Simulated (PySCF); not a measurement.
Bi(Br)(TeH)2 (BiBrH2Te2), SMILES [Br][Bi]([TeH])[TeH]. Atoms are numbered in the order given.

```xyz
6

Bi    -0.0610     0.1479     0.9166
Br    -1.9407    -1.7084     0.5093
Te    -0.9326     1.7287    -1.3392
H      0.4751     2.6530    -1.2620
Te     2.2714    -0.8374    -0.4610
H      2.8959    -1.4814     0.9691
```
Charge 0, spin multiplicity 1.

The structure is a stationary point at PBE-D3(BJ)/def2-SVP. The structure was generated by enumeration; whether it is a known compound was not checked. The def2 effective core potentials stand for the cores of Bi, Te; spin–orbit coupling is left out.

Calculation: PBE-D3(BJ)/def2-SVP run with PySCF.

Frequencies are harmonic and unscaled.

```csv
mode,ν (cm⁻¹),IR (km/mol),moving atoms (share of kinetic energy)
1,36,0.1,"Te 61 %, Br 25 %, Bi 11 %"
2,43,0.5,"Te 47 %, Br 40 %, Bi 12 %"
3,48,0.7,"Te 36 %, Br 36 %, Bi 24 %"
4,114,0.9,H 92 %
5,153,9.7,"Te 57 %, Bi 41 %"
6,158,4.5,"Te 60 %, Bi 39 %"
7,196,1.1,H 88 %
8,201,21.9,"Br 65 %, Bi 23 %, H 11 %"
9,475,3.3,H 98 %
10,489,11.6,H 98 %
11,2029,48.5,H 99 %
12,2044,34.2,H 99 %
```
